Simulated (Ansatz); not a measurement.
Ansatz (a program for electronic structure) input (CCSD(T)/6-31G):

Ansatz 0.2 input:
```yaml
crystal:
  periodic: [false, false, false]
  atoms:
    - {symbol: Mg, position_ang: [0.00000000, 0.00000000, 0.00000000]}
    - {symbol: Br, position_ang: [0.00000000, 0.00000000, 2.39403072]}
    - {symbol: Br, position_ang: [-0.00000000, -0.00000000, -2.39403072]}
basis:
  gaussian:
    orbitals: 6-31G
total_charge: 1
magnetization: {spin_polarized: true, initial_magnetization: 1}
correlation: {method: ccsd_t, electrons: outside_noble_gas}
```

End of the output:

```
determinant -145400.29999032 eV, -5343.3624687812 hartree, with singles and doubles -145402.28140196 eV, -5343.4352843158 hartree
determinant -145400.29342806 eV, -5343.3622276225 hartree, with singles and doubles -145402.27167211 eV, -5343.4349267504 hartree
determinant -145403.60641803 eV, -5343.4839777582 hartree, with singles and doubles -145406.06442860 eV, -5343.5743079805 hartree
determinant -145403.08595165 eV, -5343.4648509716 hartree, with singles and doubles -145406.11497337 eV, -5343.5761654668 hartree
determinant -145403.60641803 eV, -5343.4839777582 hartree, with singles and doubles -145406.09944679 eV, -5343.5755948753 hartree
determinant -145403.08595165 eV, -5343.4648509716 hartree, with singles and doubles -145406.11885322 eV, -5343.5763080485 hartree
determinant -145402.71382193 eV, -5343.4511754565 hartree, with singles and doubles -145405.81476633 eV, -5343.5651330615 hartree
mean field evaluation 1536: about -145403.0860 eV, gradient 1.4e-6 eV
33 core orbitals not correlated
reference -145403.08595173 eV, -5343.4648509746 hartree; 8, 7 occupied and 30, 31 virtual orbitals, 652 factors
second order -2.57664704 eV of doubles, -0.00000000 eV of singles
coupled cluster: 0.12 GiB planned
coupled cluster: 0.13 GiB planned
cycle   1  -2.50590549 eV  change   -6.0e-1 eV  update   7.0e-2
cycle   2  -2.93057432 eV  change   -4.2e-1 eV  update   4.2e-2
cycle   3  -3.00050336 eV  change   -7.0e-2 eV  update   2.1e-2
cycle   4  -3.03654611 eV  change   -3.6e-2 eV  update   7.8e-3
cycle   5  -3.02902172 eV  change    7.5e-3 eV  update   2.0e-3
cycle   6  -3.03374683 eV  change   -4.7e-3 eV  update   9.8e-4
cycle   7  -3.03206706 eV  change    1.7e-3 eV  update   5.0e-4
cycle   8  -3.03319245 eV  change   -1.1e-3 eV  update   2.6e-4
cycle   9  -3.03284176 eV  change    3.5e-4 eV  update   1.0e-4
cycle  10  -3.03295340 eV  change   -1.1e-4 eV  update   3.8e-5
cycle  11  -3.03290226 eV  change    5.1e-5 eV  update   1.9e-5
cycle  12  -3.03290414 eV  change   -1.9e-6 eV  update   9.0e-6
cycle  13  -3.03290021 eV  change    3.9e-6 eV  update   4.7e-6
cycle  14  -3.03290111 eV  change   -9.0e-7 eV  update   2.0e-6
perturbative correction -0.10027661 eV, -0.0036850975 hartree
WARN: these amplitudes may be one of several solutions (largest doubles amplitude 0.11, level shift 8.39 eV)
Total energy: -145406.21912945 eV, -5343.5799931320 hartree
```

The program attaches cautions to this result: other roots.
